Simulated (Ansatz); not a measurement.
Z-matrix (Å, degrees):
```
Mo
O 1 1.9009
H 2 0.9752 1 121.27
O 1 1.9203 2 89.07 3 65.98
H 4 0.9776 1 113.24 2 -174.32
O 1 1.9262 2 110.37 3 -128.39
H 6 0.9816 1 108.37 2 -94.31
O 1 1.9442 2 157.58 3 9.15
H 8 0.9781 1 108.75 2 -133.34
O 1 1.9544 2 91.11 3 154.83
H 10 0.9775 1 111.23 2 -70.73
N 1 1.9880 2 82.32 3 -42.85
H 12 1.0241 1 121.09 2 175.55
H 12 1.0249 13 109.94 8 -168.14
```
Charge 0, spin multiplicity 1.

Computed with frozen-core CCSD(T)/def2-TZVPP // TPSS-D3(BJ)/def2-SVP (Ansatz, an electronic-structure program). The restricted HF reference is unstable towards unrestricted orbitals.

- HF energy: -500.59113 Ha
- MP2 correlation energy: -2.08697 Ha

Question: Estimate the CCSD correlation energy, the (T) correction, the total energy and the T1 diagnostic.

Answer: 
| Quantity | Value |
|---|---|
| CCSD correlation energy | -2.02683 Ha |
| (T) correction | -0.11128 Ha |
| CCSD(T) total energy | -502.72923 Ha |
| T1 diagnostic | 0.028 |
